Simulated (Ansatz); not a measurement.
```xyz
10

F    -0.5344   -2.2732   -0.9401
C     0.6103   -1.6587   -0.6307
C     0.6038   -0.4232   -0.1360
F     1.7899    0.1275    0.1500
C    -0.5716    0.3661    0.1156
C    -0.5976    1.5980    0.6067
F    -1.7094    2.2623    0.8119
F     0.4309    2.3228    0.9524
H     1.5046   -2.2379   -0.8133
H    -1.5265   -0.0838   -0.1164
```

Charge 0, multiplicity 1.

(1) List the PBE/def2-TZVPP orbital energies in eV (Ansatz 0.2.0). (Best estimate.)

Answers

(1) Computed: Occupied: -661.63, -661.59, -660.85, -660.76, -273.81, -271.65, -271.20, -269.77, -33.02, -31.36, -31.19, -31.07, -20.76, -19.08, -16.62, -15.43, -14.81, -14.27, -13.49, -13.28, -12.50, -11.88, -11.79, -11.09, -11.01, -10.85, -10.30, -9.90, -8.97, -7.69, -5.62. Lowest empty: -1.80, 0.44, 0.95, 1.02, 1.44, 1.78, 2.52, 2.82.
